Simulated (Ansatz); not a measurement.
`[NH2][Al]([SH])[Cl]` + H–F → `[NH2][Al]([F])[Cl]` + H₂S at 298.15 K and 1 bar (ligand exchange at the Al–S bond).

Isolated molecules relaxed with PBE0-D4/def2-TZVP in Ansatz; ΔE leaves out vibrations. CCSD(T)/CBS adds triple-zeta CCSD(T) − MP2 to the extrapolated MP2 energy (def2 sets, frozen cores). This one scheme is used for every species. One conformer a species, not always the lowest.

| species | CCSD(T)/CBS energy (Eh) | H − E (kJ/mol) | S (J/(mol·K)) |
| --- | --- | --- | --- |
| `[NH2][Al]([SH])[Cl]` | -1156.24062 | 117.1 | 341.6 |
| H–F | -100.39570 | 33.5 | 173.6 |
| `[NH2][Al]([F])[Cl]` | -857.68991 | 96.2 | 316.8 |
| H₂S | -398.97279 | 49.9 | 205.7 |

H − E and S are ideal-gas, rigid-rotor, harmonic terms from PBE0-D4/def2-TZVP, for one conformer and one mirror image of each species. 1 Eh = 2625.50 kJ/mol, R = 8.31446 J/(mol·K).

Q: By hand: ΔE, ΔH, ΔS and ΔG.

A: ΔE = (-857.68991) + (-398.97279) − (-1156.24062) − (-100.39570) = -0.02638 Eh = -69.3 kJ/mol. Δ(H − E) = 96.2 + 49.9 − 117.1 − 33.5 = -4.5, so ΔH = -73.8 kJ/mol. ΔS = 316.8 + 205.7 − 341.6 − 173.6 = 7.3 J/(mol·K). ΔG = -73.8 − 298.15 × (7.3)/1000 = -76.0 kJ/mol.

Q: By hand: the equilibrium constant, and the temperature at which ΔG would vanish if ΔH and ΔS stayed fixed.

A: log₁₀ K = −ΔG/(RT ln 10) = 13.3. ΔH and −TΔS have one sign here, so there is no such temperature.

The number of gas molecules stays the same, so ΔS is small and ΔH decides. A doubt of 5 kJ/mol in ΔE shifts log₁₀ K by 0.9 here. Other conformers and mirror images would add mixing entropy, several J/(mol·K) or more a flexible species. These are equilibria of isolated gas molecules and say nothing of rates. Largest T1 diagnostic: 0.010 (customary marks: 0.02 for closed shells, 0.045 for open ones).

ΔS is within the doubt of such terms, so its sign, and with it that verdict, could turn.
